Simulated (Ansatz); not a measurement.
Species: ZrO$_{2}$ (charge +1, doublet). The spin state was set by rule; other spins were not relaxed. 
Structure (B3LYP-D3(BJ)/def2-TZVP (Ansatz, a quantum-chemistry and plane-wave program) minimum search):
```
Zr
O 1 1.7487
O 1 1.8343 2 95.81
```
Charge +1, spin multiplicity 2.

Parts of the frozen-core correlation energy in def2-SVPD (Ansatz, hartree). Frozen orbitals: 6; correlated occupied orbitals by spin: 8 and 7; virtual: 66 and 67. UHF or UKS for open shells. Spin-orbit coupling is left out. In def2 rows, elements after Kr have scalar-relativistic effective core potentials.

```csv
term,value
reference (HF),-195.86588
MP2 opposite-spin,-0.31678
MP2 same-spin,-0.13420
CCSD correlation,-0.46162
(T),-0.02486
T1 diagnostic,0.059
largest doubles amplitude,0.048
<S^2> of the reference,1.015
```
